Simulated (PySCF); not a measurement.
BBr$_{3}$, singlet, at a GFN2-xTB geometry; DF-PBE0/6-31G* (PySCF).

The PySCF input:
```python
from pyscf import gto, scf, dft

mol = gto.Mole()
mol.atom = '''
    B     0.018083   -0.019782   -0.037610
    Br   -1.507311   -1.111182   -0.137553
    Br    0.019712    1.666704   -0.864490
    Br    1.485016   -0.552696    1.007416
'''
mol.basis = '6-31g*'
mol.charge = 0
mol.spin = 0
mol.verbose = 4
mol.build()

mf = dft.RKS(mol)
mf.xc = 'pbe0'
mf = mf.density_fit(auxbasis='def2-universal-jkfit')
mf.kernel()
```

What the program printed (banner, timings and long lists left out):

```
PySCF version 2.14.0

[INPUT] verbose = 4
[INPUT] num. atoms = 4
[INPUT] num. electrons = 110
[INPUT] charge = 0
[INPUT] spin (= nelec alpha-beta = 2S) = 0
[INPUT] symmetry False subgroup None
[INPUT] Mole.unit = angstrom
[INPUT] Symbol           X                Y                Z      unit          X                Y                Z       unit  Magmom
[INPUT]  1 B      0.018083000000  -0.019782000000  -0.037610000000 AA    0.034171917511  -0.037382562196  -0.071072599545 Bohr   0.0
[INPUT]  2 Br    -1.507311000000  -1.111182000000  -0.137553000000 AA   -2.848404974544  -2.099829654546  -0.259937497612 Bohr   0.0
[INPUT]  3 Br     0.019712000000   1.666704000000  -0.864490000000 AA    0.037250281367   3.149614090717  -1.633649337425 Bohr   0.0
[INPUT]  4 Br     1.485016000000  -0.552696000000   1.007416000000 AA    2.806273530597  -1.044444070143   1.903740333505 Bohr   0.0

nuclear repulsion = 745.880457725458
number of shells = 42
number of NR pGTOs = 312
number of NR cGTOs = 110
basis = 6-31g*
ecp = {}

******** <class 'pyscf.df.df_jk.DFRKS'> ********
method = DFRKS
initial guess = minao
damping factor = 0
level_shift factor = 0
DIIS = <class 'pyscf.scf.diis.CDIIS'>
diis_start_cycle = 1
diis_space = 8
diis_damp = 0
SCF conv_tol = 1e-09
SCF conv_tol_grad = None
SCF max_cycles = 50
direct_scf = False
XC library pyscf.dft.libxc version 7.1.2
    S. Lehtola, C. Steigemann, M. J. T. Oliveira, and M. A. L. Marques,  SoftwareX 7, 1–5 (2018)
XC functionals = pbe0
    C. Adamo and V. Barone,  J. Chem. Phys. 110, 6158 (1999)
    M. Ernzerhof and G. E. Scuseria,  J. Chem. Phys. 110, 5029 (1999)
radial grids:
    Treutler-Ahlrichs [JCP 102, 346 (1995); DOI:10.1063/1.469408] (M4) radial grids

becke partition: Becke, JCP 88, 2547 (1988); DOI:10.1063/1.454033
pruning grids: <function nwchem_prune>
grids dens level: 3
symmetrized grids: False
atomic radii adjust function: <function treutler_atomic_radii_adjust>
small_rho_cutoff = 0
Set gradient conv threshold to 3.16228e-05
Initial guess from minao.
tot grids = 75320
******** <class 'pyscf.df.df.DF'> ********
auxbasis = def2-universal-jkfit
init E= -7742.96691864912
  HOMO = -0.318633161786054  LUMO = -0.0905490443096815  gap/eV = 6.20648
cycle= 1 E= -7745.54859614057  delta_E= -2.58  |g|= 0.275  |ddm|= 2.43
  HOMO = -0.300739151470955  LUMO = -0.113417207440086  gap/eV = 5.09729
cycle= 2 E= -7745.52031146227  delta_E= 0.0283  |g|= 0.412  |ddm|= 0.727
  HOMO = -0.299513396479377  LUMO = -0.0700265856331628  gap/eV = 6.24465
cycle= 3 E= -7745.5697474451  delta_E= -0.0494  |g|= 0.0513  |ddm|= 0.462
  HOMO = -0.303492160966115  LUMO = -0.0751794641691914  gap/eV = 6.21270
cycle= 4 E= -7745.57020073197  delta_E= -0.000453  |g|= 0.00432  |ddm|= 0.0474
  HOMO = -0.30365370289185  LUMO = -0.0749210630292279  gap/eV = 6.22413
cycle= 5 E= -7745.57020541406  delta_E= -4.68e-06  |g|= 0.000514  |ddm|= 0.00657
  HOMO = -0.303532943448254  LUMO = -0.0748039045076672  gap/eV = 6.22403
cycle= 6 E= -7745.57020546563  delta_E= -5.16e-08  |g|= 0.000207  |ddm|= 0.00109
  HOMO = -0.303556455794312  LUMO = -0.0748213458108298  gap/eV = 6.22420
cycle= 7 E= -7745.57020547456  delta_E= -8.93e-09  |g|= 1.71e-05  |ddm|= 0.000264
  HOMO = -0.303558890810835  LUMO = -0.0748259282828805  gap/eV = 6.22414
cycle= 8 E= -7745.57020547467  delta_E= -1.09e-10  |g|= 2.44e-06  |ddm|= 3.57e-05
  HOMO = -0.303558501764219  LUMO = -0.0748254033043096  gap/eV = 6.22414
Extra cycle  E= -7745.57020547464  delta_E= 3.09e-11  |g|= 2.2e-06  |ddm|= 6.26e-06
converged SCF energy = -7745.57020547464
```
